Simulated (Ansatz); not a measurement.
`[CH3][In]([CH3])[C](C)(C)C` from Hartree–Fock to CCSD(T)

| atom | x (Å) | y (Å) | z (Å) |
| --- | --- | --- | --- |
| C1 | 1.1658 | -2.5893 | -0.7870 |
| In2 | -0.3427 | -1.1339 | -0.2397 |
| C3 | -2.4288 | -1.6750 | -0.0191 |
| C4 | 0.2734 | 0.9451 | 0.1539 |
| C5 | 1.4857 | 1.3068 | -0.6921 |
| C6 | 0.6414 | 1.0399 | 1.6307 |
| C7 | -0.8704 | 1.9038 | -0.1438 |
| H8 | 0.7331 | -3.5748 | -0.9626 |
| H9 | 1.9108 | -2.6714 | 0.0085 |
| H10 | 1.6874 | -2.2672 | -1.6915 |
| H11 | -3.0472 | -1.0626 | -0.6797 |
| H12 | -2.6011 | -2.7266 | -0.2507 |
| H13 | -2.7571 | -1.4844 | 1.0058 |
| H14 | 1.2672 | 1.2740 | -1.7641 |
| H15 | 1.8224 | 2.3302 | -0.4644 |
| H16 | 2.3320 | 0.6387 | -0.5071 |
| H17 | 0.9595 | 2.0644 | 1.8799 |
| H18 | 1.4714 | 0.3771 | 1.8965 |
| H19 | -0.2027 | 0.8022 | 2.2864 |
| H20 | -0.5774 | 2.9383 | 0.0938 |
| H21 | -1.7633 | 1.6764 | 0.4458 |
| H22 | -1.1593 | 1.8883 | -1.1994 |

The species carries charge 0 and has multiplicity 1. Correlated methods include outer-core shells of In, which these sets cover unevenly. In: def2 effective core potential. Geometry: relaxed with PBE0-D4/def2-TZVP. Frozen core, restricted reference, Ansatz.

```csv
basis,HF (Eh),MP2 corr.,CCSD corr.,(T),CCSD(T) total
def2-SVP,?,-0.97640,?,?,?
def2-TZVPP,-425.20619,-1.37774,?,-0.05588,?
def2-QZVPP,-425.21883,-1.63196,–,–,–
```

Question: Fill in the withheld values. (An estimate is asked.)

Answer: The calculation gave: def2-SVP HF (Eh): -424.94126; def2-SVP CCSD corr.: -1.06894; def2-SVP (T): -0.03377; def2-SVP CCSD(T) total: -426.04397; def2-TZVPP CCSD corr.: -1.44040; def2-TZVPP CCSD(T) total: -426.70247.
